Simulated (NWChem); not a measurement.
System: BeNH2F; SMILES [NH2][Be][F]

```xyz
5

Be     0.0000     0.0000    -0.0949
F      0.0000     0.0000    -1.4866
N      0.0000     0.0000     1.3979
H      0.0000    -0.8255     1.9866
H      0.0000     0.8255     1.9866
```
Atoms are numbered in this order, from 1.

Results from NWChem. All runs use the structure optimised with PBE0/def2-SVP. Ions are spin-unrestricted doublets at the neutral geometry; other ion states weren't tried.

Problem. Estimate the computed values for CAM-B3LYP/def2-SVP. Quantities: vertical ionisation energy, ΔSCF (eV); −ε(HOMO) (eV).

Solution. 
```
Item                                   Value
-------------------------------------  -----
vertical ionisation energy, ΔSCF (eV)  10.25
−ε(HOMO) (eV)                           8.75
```
